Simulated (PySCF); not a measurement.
# What a mistake does to a calculation on CGeH8Si2

These are calculations, not measurements. They come from PySCF 2.14.0, an open-source quantum chemistry program, on an isolated molecule that a program drew, which may never have been made. The molecule is CGeH8Si2 (charge 0, singlet), drawn as the SMILES string `C=[Si]([SiH3])[GeH3]`.

Each row is a Hartree-Fock (HF) and frozen-core CCSD(T) single point in the cc-pV(D+d)Z basis, meant for a local HF minimum. Run 1 is clean. Each other run has one planted mistake out of seven kinds, and not every kind appears here: one electron removed, one electron added, multiplicity raised by two, geometry at a saddle point, minimal basis STO-3G, one bond length entered in bohr, all coordinates scaled. The reference is restricted for singlets and unrestricted otherwise, and also for a bond in bohr. Adding or removing an electron swaps singlet and doublet. Electrons count all cores. HOMO and LUMO are orbital energies over both spins, the gradient is its largest component, and the lowest frequency (negative if imaginary) is given only where the gradient is small. Bond lengths are over the 11 bonds as drawn. T1 is the CCSD diagnostic: over 0.02 (restricted) or 0.045 (unrestricted) a single reference is doubtful. Germanium has the cc-pVDZ-PP basis, with a core potential (ECP10MDF) in place of its 10 inner electrons, and its 3s, 3p and 3d shells are frozen in CCSD(T).

Geometry of the clean run:
```xyz
12
CGeH8Si2, angstrom
C    -1.7898   -1.5683   -0.2753
Si   -0.3501   -0.7168   -0.6083
Si    1.6859   -1.4896    0.2923
Ge   -0.4415    1.2447   -1.9859
H    -2.7568   -1.2618   -0.6610
H    -1.8075   -2.4614    0.3413
H     2.6434   -1.8055   -0.7939
H     2.2938   -0.4514    1.1578
H     1.4228   -2.7083    1.0908
H     0.4312    1.0702   -3.2339
H     0.0707    2.4688   -1.2186
H    -1.8903    1.4890   -2.4146
```

```
run,electrons,basis functions,<S^2>,HOMO (eV),LUMO (eV),gradient (hartree/bohr),lowest frequency (cm^-1),mean bond (Å),longest bond (Å),T1,HF (hartree),CCSD(T) (hartree),mistake
1,74,123,0.000,-8.47,1.84,5.9e-06,69,1.6066,2.399,0.0140,-913.71711,-914.24594,no fault
2,74,123,1.181,-7.71,0.61,2.1e-02,-,1.7305,2.897,0.0611,-913.61941,-914.13283,one bond length entered in bohr
3,75,123,0.778,0.06,7.54,4.7e-02,-,1.6066,2.399,0.0153,-913.68430,-914.21944,one electron added
4,74,123,2.031,-6.37,0.46,9.7e-02,-,1.6066,2.399,0.0130,-913.66184,-914.14981,?
5,74,123,0.000,-8.18,1.59,3.3e-02,-,1.6917,2.526,0.0147,-913.68968,-914.22855,?
```

**Which mistake was planted in run 4, and what did it cost?**

Electrons, basis and geometry are unchanged, and <S^2> is 2.031, beside S(S+1) = 2.00 for a multiplicity of 3. So the mistake is: multiplicity raised by two. Subtracting run 1 and multiplying by 627.51 kcal/mol a hartree, the energy moved by 34.7 kcal/mol in HF and 60.3 kcal/mol in CCSD(T).

**Which mistake was planted in run 5, and what did it cost?**

The mean and the longest bond both change by the same factor, 1.053, and the gradient is no longer small. So the mistake is: all coordinates scaled. Subtracting run 1 and multiplying by 627.51 kcal/mol a hartree, the energy moved by 17.2 kcal/mol in HF and 10.9 kcal/mol in CCSD(T).

Cautions from the logs. Run 2: T1 is over the limit, so its CCSD(T) energy is less reliable; run 3: the HOMO is above zero, so the electron isn't bound and the energy depends on the basis.
